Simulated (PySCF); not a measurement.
Computed shifts of a molecule C₂H₄FNOSi, HF/pcSseg-1 in PySCF, GIAO, gas phase, atoms alike by connectivity averaged where their shifts nearly agree, in ppm (number of nuclei): ¹³C: 192.6 (1), 183.5 (1). ¹⁵N: 461.8 (1). ²⁹Si: -25.6 (1). ¹⁹F: -175.7 (1). ¹H: 9.29 (1), 8.95 (1), 4.98 (2). References: ¹⁷O against H2O (σ = 333.0 ppm); ¹³C against TMS (σ = 192.6 ppm); ¹⁵N against NH3 (σ = 267.3 ppm); ²⁹Si against TMS (σ = 393.8 ppm); ¹⁹F against CFCl3 (σ = 238.5 ppm); ¹H against TMS (σ = 31.99 ppm), references at their B3LYP-D3(BJ)/def2-TZVP geometries, non-relativistic. Coordinates come from a B3LYP-D3(BJ)/def2-SVP optimisation. One conformer was computed; it need not be the lowest.

Question: Pick the molecule that these values belong to.
A. O=C/N=C/[SiH2]F
B. C[Si@@H](F)OC#N
C. N[Si@]1(F)C=CO1
D. F[SiH2][C@H]1N=CO1

Answer: A, O=C/N=C/[SiH2]F
